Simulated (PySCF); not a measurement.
# How methods differ on the ionisation energy of Ti⁵⁺

Ti⁵⁺ [Ne] 3s2 3p5 (2P) → Ti⁶⁺ [Ne] 3s2 3p4 (3P), as a difference of total energies. Computed with PySCF 2.14 in an even-tempered Gaussian basis (20 s from 0.13 bohr⁻², ratio 2.5; 13 p from 0.17 bohr⁻², ratio 2.5; 5 d from 2.3 bohr⁻², ratio 2.7; 5 f from 3.5 bohr⁻², ratio 2.7), with the spin-free X2C one-electron Hamiltonian (Gaussian nucleus). Correlated levels: outer shells: 1s2 frozen; virtual orbitals above 40 to 60 times the deepest correlated orbital energy dropped. The calculations carry no spin-orbit coupling.

| method | ionisation energy (eV) | plus first-order spin-orbit estimate | difference from reference of that sum (eV) |
| --- | --- | --- | --- |
| UHF | 118.07 | 118.06 | -1.47 |
| LDA | 119.72 | 119.71 | +0.18 |
| PBE | 119.49 | 119.48 | -0.05 |
| PBE0 | 119.53 | 119.51 | -0.02 |
| r2SCAN | 119.63 | 119.62 | +0.09 |
| TPSSh | 119.57 | 119.55 | +0.02 |
| PW91 | 119.64 | 119.63 | +0.10 |
| MP2 (outer shells) | 118.95 | 118.93 | -0.60 |
| SCS-MP2 (outer shells) | 118.92 | 118.90 | -0.63 |

Reference: 119.53 eV (semi-empirical (NIST evaluation); NIST Atomic Spectra Database, ionization energies).

A first-order spin-orbit estimate (lowest level to lowest level, LS coupling) adds -0.016 eV.
